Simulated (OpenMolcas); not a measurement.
**Ag4+: moving or changing the point charges**

Ag4+ among 6 point charges of -1.5 e arranged as a trigonal antiprism (D3d), 2.03 Å from the ion, with a polar angle of 61.3° against the regular 54.74°.
```
   0.0000    1.7807    0.9747  -1.50
  -1.5421   -0.8903    0.9747  -1.50
   1.5421   -0.8903    0.9747  -1.50
   0.0000   -1.7807   -0.9747  -1.50
   1.5421    0.8903   -0.9747  -1.50
  -1.5421    0.8903   -0.9747  -1.50
```

| Property | Result |
| --- | --- |
| Program | OpenMolcas |
| Method | SS-CASPT2, IPEA 0.25 Eh, imaginary shift 0.1 Eh (closed shells correlated: 4s 4p) |
| Basis | ANO-RCC-VDZP [6s5p3d1f] |
| Scalar Hamiltonian | DKH2, point nucleus |
| Active space | 7 electrons in 5 orbitals (4d) |
| State averaging | 2S+1 = 4 even, 10 roots; 2S+1 = 2 even, 40 roots |
| Spin-orbit coupling | RASSI with atomic mean-field integrals over the reference wave functions |

Runs around this geometry, states (labels of D3, the rotations of D3d). Energies in cm-1 above the lowest state or level, χT in cm3 K/mol.

| R (Å) | q (e) | Polar angle / regular | Ground state | First state of that spin | First gap with spin-orbit (degeneracies) | χT at 300 K | First state of another spin |
| --- | --- | --- | --- | --- | --- | --- | --- |
| 2.03 | -1.5 | 1.03 | 4E | 4A2 140 | 750 (2, 2) | 3.849 | 2E 15390 |
| 2.03 | -0.75 | 1.12 | 4A2 | 4E 9 | 350 (2, 2) | 4.585 | 2E 16180 |
| 1.94 | -1.5 | 1.12 | 4E | 4A2 350 | 680 (2, 2) | 3.752 | 2E 14540 |
| 2.03 | -1.5 | 1.12 | 4E | 4A2 230 | 600 (2, 2) | 3.939 | 2E 15280 |
| 2.15 | -1.5 | 1.12 | 4E | 4A2 140 | 500 (2, 2) | 4.190 | 2E 15900 |

The ground state changes within this set.

Roots that are degenerate in the reference are averaged as groups; the widest CASPT2 spread within a group is 67 cm-1 (the 2-fold group of multiplicity 2 near 25400 cm-1 above the lowest state of its run, R = 1.94, q = -1.5, ratio = 1.12). Shifts and gaps below about the spread of the groups concerned are not significant. Point charges give a weaker field than real ligands, and real ions of this kind are as a rule low spin; the high spin found here belongs to the model. Free-ion shares, where given, are those of the reference states; single-state CASPT2 does not remix them. Spin-orbit coupling mixes the spin-free states strongly: the lowest level takes only 61 % from its leading state, 4E (figures for R = 2.03, q = -1.5, ratio = 1.03; the like holds for R = 2.03, q = -0.75, ratio = 1.12, R = 1.94, q = -1.5, ratio = 1.12, R = 2.03, q = -1.5, ratio = 1.12, R = 2.15, q = -1.5, ratio = 1.12). An orbital doublet at a regular site is open to a Jahn-Teller distortion, which this geometry leaves out (holds for R = 2.03, q = -1.5, ratio = 1.03; R = 1.94, q = -1.5, ratio = 1.12; R = 2.03, q = -1.5, ratio = 1.12; R = 2.15, q = -1.5, ratio = 1.12). The ground term spreads over less than 5000 cm-1, several times less than with real ligands, so orbital moments are less quenched and χT lies further from the spin-only value than at real sites (holds for R = 2.03, q = -0.75, ratio = 1.12). This shell can be high or low spin here, a state of another spin lies low, and with metal d orbitals alone active their balance is uncertain, so the ground spin may be wrong (holds for R = 1.94, q = -1.5, ratio = 1.12). This is an electrostatic model: the charges have no orbitals. No measured value stands beside these numbers.
